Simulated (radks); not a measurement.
Values are calculated unless marked as measured or tabulated.
All-electron atom: Rh3+ in [Kr] 4d6.

Level of theory: non-relativistic Kohn-Sham, PBE, spin-polarised, spherical densities, point nucleus; open shells are filled with parallel spins first (spin-orbit coupling, left out, can overturn this in heavy ions); relativity is left out, which matters for an element this heavy (a radial shooting solver on a logarithmic mesh with Libxc functionals).

Energy parts (hartree):
part                        energy
total                  -4685.53135
kinetic                 4683.54643
electron-nucleus      -11100.46827
Hartree                 1866.04594
exchange-correlation    -134.65545

Orbitals (lengths in bohr, moments of r in powers of bohr; <r^-3> diverges for s and p1/2; r(90%) holds 90 % of the orbital's charge):
orbital	occ.	eigenvalue (hartree)	<r>	<r^-3>	r(90%)
1s down	1	-823.5169	0.03385	-	0.0602
1s up	1	-823.5166	0.03385	-	0.0602
2s up	1	-118.2913	0.1473	-	0.227
2s down	1	-118.2638	0.1473	-	0.227
2p up	3	-109.7605	0.1260	2884	0.204
2p down	3	-109.7404	0.1260	2885	0.204
3s up	1	-22.16004	0.4030	-	0.593
3s down	1	-22.14724	0.4029	-	0.593
3p up	3	-18.78465	0.3959	495.2	0.596
3p down	3	-18.76957	0.3958	494.9	0.595
3d up	5	-12.56871	0.3699	75.82	0.587
3d down	5	-12.54474	0.3698	75.79	0.586
4s up	1	-4.19701	1.002	-	1.45
4s down	1	-4.07862	0.9992	-	1.45
4p up	3	-3.16279	1.076	79.64	1.58
4p down	3	-3.04119	1.075	80.51	1.58
4d up	5	-1.51810	1.350	7.846	2.08
4d down	1	-1.39877	1.368	7.772	2.13

The highest occupied level is 4d down at -38.063 eV. The spin density at the nucleus is -1.677 e/bohr^3 (1s -0.032, 2s -0.684, 3s 0.180, 4s -1.141). Spin moment in Bohr magnetons: 4. For comparison, the ionisation energy in NIST's Atomic Spectra Database is 42 eV (theoretical). In exact Kohn-Sham theory the highest level is minus the ionisation energy, but local and semilocal functionals leave it too shallow, through self-interaction and a potential that decays too fast; potentials with the right tail come closer. The electron density at the nucleus is 6.379e+04 e/bohr^3.
